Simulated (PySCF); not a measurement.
Relaxation of doublet [Sr3O]+

All numbers come from UPBE in PySCF with O def2-SVP, Sr def2-SVP with ECP28; scalar-relativistic core potentials, no spin–orbit coupling; density-fitted integrals. A (50,194) grid was used.

A hand-made T-shaped start, of C2v symmetry, held to at least that symmetry:

```xyz
4
charge 1 multiplicity 2, angstrom
O     0.0000    0.0000   -0.8171
Sr    0.0000    0.0000    1.6133
Sr    2.4289    0.0000   -0.7323
Sr   -2.4289    0.0000   -0.7323
```

Task: What forces act on the atoms at the start (eV/Å)?

Result: 
| atom | Fx | Fy | Fz |
| --- | --- | --- | --- |
| O1 | 0.00 | 0.00 | 1.60 |
| Sr2 | 0.00 | 0.00 | -0.02 |
| Sr3 | -0.86 | 0.00 | -0.79 |
| Sr4 | 0.86 | 0.00 | -0.79 |

Task: What does it relax to?

Result: It ends at C2v with O–Sr 2.255 Å (×2), O–Sr 2.276 Å, Sr–Sr 3.691 Å (×2); O–Sr–Sr 35.3° (×2), O–Sr–Sr 35.6° (×2), Sr–O–Sr 109.1° (×2), Sr–O–Sr 141.8°, Sr–Sr–Sr 70.6° (after a last refinement on a finer grid). A frequency run shows a minimum. Other isomers or separated fragments may lie lower.

Task: How much energy is released, and in how many steps?

Result: 78.1 kJ/mol in 8 steps.

The relaxation took of the order of 50 core-seconds on a shared host.
